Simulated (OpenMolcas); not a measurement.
Multiconfigurational calculation on Ir5+

Ir5+ among 8 point charges of -1.2 e arranged as a cube (Oh), 2.26 Å from the ion. With inversion symmetry the input lists one of each pair of outer charges.

Input:

```
&GATEWAY
Coord
1

Ir 0.0 0.0 0.0
Basis=ANO-RCC-VTZP
Group=XYZ
NoMove
AngMom=0.0 0.0 0.0
AMFI
XField
4 Angstrom 0
1.304812 1.304812 1.304812 -1.200000
1.304812 1.304812 -1.304812 -1.200000
1.304812 -1.304812 1.304812 -1.200000
1.304812 -1.304812 -1.304812 -1.200000
&SEWARD
* reference wave functions (RASSCF and RASSI steps not shown): 4 electrons in 5 orbitals (5d)
>>> COPY JOB001 $Project.JobIph
&CASPT2
Multistate=5 1 2 3 4 5
NoMult
Frozen=14 16
IPEA=0.25
Imaginary=0.1
MaxIter=60
WThr=0.0 0.3 0.05
PrWF=0.5
NoMix
>>> COPY JOB002 $Project.JobIph
&CASPT2
Multistate=45 1 2 3 4 5 6 7 8 9 10 11 12 13 14 15 16 17 18 19 20 21 22
23 24 25 26 27 28 29 30 31 32 33 34 35 36 37 38 39 40 41 42 43 44 45
NoMult
Frozen=14 16
IPEA=0.25
Imaginary=0.1
MaxIter=60
WThr=0.0 0.3 0.05
PrWF=0.5
NoMix
>>> COPY JOB003 $Project.JobIph
&CASPT2
Multistate=50 1 2 3 4 5 6 7 8 9 10 11 12 13 14 15 16 17 18 19 20 21 22
23 24 25 26 27 28 29 30 31 32 33 34 35 36 37 38 39 40 41 42 43 44 45 46
47 48 49 50
NoMult
Frozen=14 16
IPEA=0.25
Imaginary=0.1
MaxIter=60
WThr=0.0 0.3 0.05
PrWF=0.5
NoMix
```

Launched by
```bash
OMP_NUM_THREADS=1 MOLCAS_MEM=1689 MOLCAS_PROJECT=a pymolcas a.inp > a.log  # once for each step of the input, in one work folder
```

Output, cut to the results:

```
--- CASPT2 ---
Orbital specifications:
      -----------------------

      Symmetry species                           1   2
                                                ag  au
      Frozen orbitals                           14  16
      Inactive orbitals                          1   3
      Active orbitals                            5   0
      Secondary orbitals                        22  23
      Deleted orbitals                           0   0
      Number of basis functions                 42  42
Type of calculation                        SS-CASPT2
      Fock operator                              state-specific
      IPEA shift                                 0.25
      Real shift                                 0.00
      Imaginary shift                            0.10
      The input orbitals will be transformed to quasi-canonical
Reference energy:      -17816.4154707907
      E2 (Non-variational):      -0.2614387675
      Shift correction:          -0.0000689555
      E2 (Variational):          -0.2615077230
      Total energy:          -17816.6769785136
      Residual norm:              0.0000000482
      Reference weight:           0.96177
      Contributions to the CASPT2 correlation energy
      Active & Virtual Only:         -0.0321318697
      One Inactive Excited:          -0.1324655615
      Two Inactive Excited:          -0.0968413363
Reference energy:      -17816.4154707906
      E2 (Non-variational):      -0.2614503733
      Shift correction:          -0.0000689744
      E2 (Variational):          -0.2615193476
      Total energy:          -17816.6769901382
      Residual norm:              0.0000000484
      Reference weight:           0.96176
      Contributions to the CASPT2 correlation energy
      Active & Virtual Only:         -0.0321411064
      One Inactive Excited:          -0.1324690900
      Two Inactive Excited:          -0.0968401768
::    CASPT2 Root  1     Total energy: -17816.67697851
::    CASPT2 Root  2     Total energy: -17816.67699014
::    CASPT2 Root  3     Total energy: -17816.67697547
::    CASPT2 Root  4     Total energy: -17816.66492524
::    CASPT2 Root  5     Total energy: -17816.66489813
--- CASPT2 ---
Orbital specifications:
      -----------------------

      Symmetry species                           1   2
                                                ag  au
      Frozen orbitals                           14  16
      Inactive orbitals                          1   3
      Active orbitals                            5   0
      Secondary orbitals                        22  23
      Deleted orbitals                           0   0
      Number of basis functions                 42  42
Type of calculation                        SS-CASPT2
      Fock operator                              state-specific
      IPEA shift                                 0.25
      Real shift                                 0.00
      Imaginary shift                            0.10
      The input orbitals will be transformed to quasi-canonical
Reference energy:      -17816.3319961588
      E2 (Non-variational):      -0.2688587959
      Shift correction:          -0.0000817824
      E2 (Variational):          -0.2689405784
      Total energy:          -17816.6009367372
      Residual norm:              0.0000005888
      Reference weight:           0.95955
      Contributions to the CASPT2 correlation energy
      Active & Virtual Only:         -0.0384383431
      One Inactive Excited:          -0.1346746228
      Two Inactive Excited:          -0.0957458301
Reference energy:      -17816.3319961588
      E2 (Non-variational):      -0.2690296359
      Shift correction:          -0.0000823535
      E2 (Variational):          -0.2691119894
      Total energy:          -17816.6011081482
      Residual norm:              0.0000006040
      Reference weight:           0.95947
      Contributions to the CASPT2 correlation energy
      Active & Virtual Only:         -0.0385324592
      One Inactive Excited:          -0.1347376321
      Two Inactive Excited:          -0.0957595446
::    CASPT2 Root  1     Total energy: -17816.60093674
::    CASPT2 Root  2     Total energy: -17816.60110815
::    CASPT2 Root  3     Total energy: -17816.60069248
::    CASPT2 Root  4     Total energy: -17816.59627703
::    CASPT2 Root  5     Total energy: -17816.59641845
::    CASPT2 Root  6     Total energy: -17816.59648860
::    CASPT2 Root  7     Total energy: -17816.59388938
::    CASPT2 Root  8     Total energy: -17816.59404252
::    CASPT2 Root  9     Total energy: -17816.59394120
::    CASPT2 Root 10     Total energy: -17816.58901749
::    CASPT2 Root 11     Total energy: -17816.58864090
::    CASPT2 Root 12     Total energy: -17816.58835471
::    CASPT2 Root 13     Total energy: -17816.58839264
::    CASPT2 Root 14     Total energy: -17816.58866010
::    CASPT2 Root 15     Total energy: -17816.58505581
::    CASPT2 Root 16     Total energy: -17816.58506024
::    CASPT2 Root 17     Total energy: -17816.58505744
::    CASPT2 Root 18     Total energy: -17816.57931427
::    CASPT2 Root 19     Total energy: -17816.57890895
::    CASPT2 Root 20     Total energy: -17816.57907936
::    CASPT2 Root 21     Total energy: -17816.57947558
::    CASPT2 Root 22     Total energy: -17816.57896208
::    CASPT2 Root 23     Total energy: -17816.57900550
::    CASPT2 Root 24     Total energy: -17816.57897388
::    CASPT2 Root 25     Total energy: -17816.57374194
::    CASPT2 Root 26     Total energy: -17816.57402461
::    CASPT2 Root 27     Total energy: -17816.56911309
::    CASPT2 Root 28     Total energy: -17816.56579741
::    CASPT2 Root 29     Total energy: -17816.56577856
::    CASPT2 Root 30     Total energy: -17816.56580212
--- CASPT2 ---
Orbital specifications:
      -----------------------

      Symmetry species                           1   2
                                                ag  au
      Frozen orbitals                           14  16
...
```

Spin-orbit levels above the lowest (labels of O, the rotations of Oh), with the averaged single-state CASPT2 energies on the diagonal:

| E (cm-1) | Degeneracy | Label | 2S+1 |
| --- | --- | --- | --- |
| 0 | 1 | A1 | 5 (61 %) |
| 5840 | 3 | T1 | 5 (83 %) |
| 10270 | 3 | T2 | 5 (90 %) |
| 11110 | 2 | E | 5 |
| 13700 | 3 | T1 | 5 (85 %) |
| 14460 | 3 | T2 | 5 (81 %) |
| 15590 | 1 | A2 | 5 (79 %) |
| 16600 | 3 | T2 | 5 (65 %) |
| 16600 | 2 | E | 5 (58 %) |
| 16760 | 3 | T1 | 5 (58 %) |
| 16820 | 1 | A1 | 5 (56 %) |
| 22380 | 1 | A1 | 3 (49 %) |
| 24770 | 3 | T1 | 3 (66 %) |
| 24810 | 2 | E | 3 (67 %) |
| 25240 | 3 | T2 | 3 (72 %) |
| 25570 | 1 | A1 | 3 (62 %) |
| 27720 | 1 | A2 | 3 (84 %) |
| 28840 | 3 | T2 | 3 (85 %) |
| 29330 | 3 | T1 | 3 (86 %) |
| 29790 | 3 | T2 | 3 (77 %) |

Roots that are degenerate in the reference are averaged as groups; the widest CASPT2 spread within a group is 270 cm-1 (the 3-fold group of multiplicity 3 near 45500 cm-1 above the lowest state of its run). Shifts and gaps below about the spread of the groups concerned are not significant. Spin-orbit coupling mixes the spin-free states strongly: the lowest level takes only 41 % from its leading state, 5T2. Point charges give a weaker field than real ligands, and real ions of this kind are as a rule low spin; the high spin found here belongs to the model. The ground term spreads over less than 5000 cm-1, several times less than with real ligands, so orbital moments are less quenched and χT lies further from the spin-only value than at real sites. Free-ion shares, where given, are those of the reference states; single-state CASPT2 does not remix them. This is an electrostatic model: the charges have no orbitals. No measured value stands beside these numbers.

The CASPT2 steps took 21 s on 1 thread of Intel(R) Xeon(R) Platinum 8488C (Sapphire Rapids), on a shared host; the integral step is not counted.
